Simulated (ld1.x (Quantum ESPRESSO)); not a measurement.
**erbium, TM: configuration errors across variants**

erbium, norm-conserving Troullier–Martins (Kleinman–Bylander form), made with ld1.x (Quantum ESPRESSO) 7.5 (BLYP, scalar-relativistic). Core [Kr] 4d10 5s2, reference 4f12 5p6 5d0 6s2 6p0. Waves: 6s (bound): rc 2.60 bohr; 5p (bound): rc 2.00 bohr; 4f (bound): rc 0.60 bohr; 5d (bound, empty): rc 3.60 bohr. Local part: the d channel. Core correction: Bessel-smoothed model core inside 0.35 bohr.

All-electron excitation energies from the reference (eV): (1) 4f12 5p6 5d0 6s1 6p0 6.347; (2) 4f12 5p6 5d0 6s0 6p0 18.448; (3) 4f11 5p6 5d0 6s0 6p0 44.515; (4) 4f10 5p6 5d0 6s0 6p0 89.981; (5) 4f11 5p6 5d1 6s2 6p0 4.672.

Tests that are not counted but printed errors over 1 eV. “base”: 4f12 5p5 5d0 6s2 6p0 (solver errors, printed error -3818 eV); 4f11 5p6 5d0 6s2 6p0 (solver errors, printed error -3839 eV). “all radii but the core radius scaled by about 1.19 (s 3.10, p 2.38, d 4.28, f 0.72 bohr)”: 4f11 5p6 5d1 6s2 6p0 (solver errors, printed error -4343 eV); 4f11 5p6 5d0 6s2 6p0 (solver errors, printed error -4184 eV); 2 more. “all radii but the core radius scaled by about 1.27 (s 3.30, p 2.54, d 4.58, f 0.76 bohr)”: 4f11 5p6 5d1 6s2 6p0 (solver errors, printed error -4353 eV); 4f12 5p5 5d0 6s2 6p0 (solver errors, printed error -3895 eV); 1 more. “all radii but the core radius scaled by about 1.36 (s 3.52, p 2.72, d 4.88, f 0.82 bohr)”: 4f11 5p6 5d1 6s2 6p0 (solver errors, printed error -4334 eV); 4f12 5p5 5d0 6s2 6p0 (solver errors, printed error -4045 eV); 1 more.

A true bound ghost makes a file unfit for plane-wave use even where its test errors are small: the radial tests pick states by their node count and pass the ghost by. Where a test does run into it, the solver fails or the error is huge.

Errors AE − PS in meV (a dash: test not solved or not reliable):

```tsv
change	(1)	(2)	(3)	(4)	(5)	bound ghosts
base	-7.5	-19	+18	-747	-415	s
all radii but the core radius scaled by about 0.77 (s 2.00, p 1.54, d 2.78, f 0.46 bohr)	-5.8	-3.9	-345	-1746	-408	s
all radii but the core radius scaled by about 0.86 (s 2.24, p 1.72, d 3.12, f 0.52 bohr)	-6.6	-6.1	-228	-1517	-454	s
all radii but the core radius scaled by about 0.93 (s 2.40, p 1.86, d 3.34, f 0.56 bohr)	-7.1	-14	-96	-1111	-430	s
all radii but the core radius scaled by about 1.19 (s 3.10, p 2.38, d 4.28, f 0.72 bohr)	–	-20	+170	-256	–	s
all radii but the core radius scaled by about 1.27 (s 3.30, p 2.54, d 4.58, f 0.76 bohr)	+10	-21	+194	-213	–	not determined
all radii but the core radius scaled by about 1.36 (s 3.52, p 2.72, d 4.88, f 0.82 bohr)	-1.8	-23	+186	-257	–	none
```

Problem. Give the same row for: all radii but the core radius scaled by about 1.13 (s 2.94, p 2.26, d 4.08, f 0.68 bohr).

Solution. –, -20, +137, -361, –; bound ghosts: s. Not counted: 4f12 5p6 5d0 6s1 6p0 (solver errors, printed error -4011 eV); 4f11 5p6 5d1 6s2 6p0 (solver errors, printed error -4010 eV); 2 more.
